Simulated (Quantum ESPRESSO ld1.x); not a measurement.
The numbers below are computed, except where a source is named.
Problem. All-electron atom: the zirconium ion Zr2+ in [Kr] 4d1 7p1 (not the ground configuration). Level of theory: scalar-relativistic Kohn-Sham, LDA (Slater exchange, VWN5 correlation), spin-polarised, spherical densities, point nucleus; open shells are filled with parallel spins first (ld1.x of Quantum ESPRESSO 7.5). Some entries of the table are withheld. Estimate them.

| orbital | occ. | eigenvalue (hartree) | <r> (bohr) |
|---|---|---|---|
| 1s up | 1 | -655.017 | 0.03711 |
| 1s down | 1 | -655.017 | 0.03711 |
| 2s up | 1 | -91.5693 | 0.1628 |
| 2s down | 1 | -91.5656 | 0.1628 |
| 2p up | 3 | -81.8210 | 0.1418 |
| 2p down | 3 | -81.8180 | 0.1418 |
| 3s up | 1 | -15.7440 | 0.4593 |
| 3s down | 1 | -15.7411 | 0.4593 |
| 3p up | 3 | -12.5689 | 0.4627 |
| 3p down | 3 | -12.5658 | 0.4627 |
| 3d up | 5 | -7.34069 | 0.4527 |
| 3d down | 5 | -7.33653 | 0.4526 |
| 4s up | 1 | (1) | 1.202 |
| 4s down | 1 | (2) | 1.200 |
| 4p up | 3 | (3) | 1.343 |
| 4p down | 3 | (4) | 1.339 |
| 4d up | 1 | (5) | 1.840 |
| 4d down | 0 | (6) | 1.840 |
| 7p up | 1 | -0.17860 | 11.00 |
| 7p down | 0 | -0.16889 | 11.19 |

Solution. 
(1) 4s up eigenvalue (hartree): -2.89858
(2) 4s down eigenvalue (hartree): -2.87585
(3) 4p up eigenvalue (hartree): -2.07891
(4) 4p down eigenvalue (hartree): -2.05341
(5) 4d up eigenvalue (hartree): -0.94664
(6) 4d down eigenvalue (hartree): -0.91662
